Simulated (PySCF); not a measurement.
Zr²⁺: ionisation energy

Zr²⁺ [Kr] 4d2 [4d3/2^2, M_J = 2] → Zr³⁺ [Kr] 4d1 [4d3/2^1, M_J = 3/2], as a difference of total energies. All numbers are calculated (PySCF 2.14, the two-component X2C-1e Hamiltonian, in x2c-SVPall-2c (6s8p6d1f, 67 functions)). Correlated levels: [Ar] 3d10 frozen; the 6 highest virtual spinors dropped. "Screened" scales the spin-orbit matrix elements by Boettger's factors to mimic the two-electron term; Breit and QED terms are absent.

| method | ionisation energy (eV) |
| --- | --- |
| GHF (spin-free) | 22.260 |
| GMP2 (spin-free) | 22.625 |
| GHF (screened spin-orbit) | 22.255 |
| GMP2 (screened spin-orbit) | 22.613 |

How much does correlation contribute at GMP2 (screened spin-orbit)?

22.613 − (22.255) = 0.358 eV, measured against GHF (screened spin-orbit).

The spin-free rows relax to the high-spin LS determinant and lack the spin-orbit shift.

Errors of the correlated levels include the incompleteness of this basis and the frozen core.

The labels give the starting determinants; with spin-orbit coupling the two ends relaxed to ⟨J²⟩ = 7.43, ⟨L²⟩ = 11.95, ⟨S²⟩ = 1.99 and ⟨J²⟩ = 3.78, ⟨L²⟩ = 6.01, ⟨S²⟩ = 0.76.

The determinant of Zr²⁺ mixes levels of different J (the jj label is only the starting occupation), so the difference between spin-free and spin-orbit rows is not the physical spin-orbit shift.

For comparison: 23.170 eV (semi-empirical (NIST evaluation); NIST Atomic Spectra Database, ionization energies).
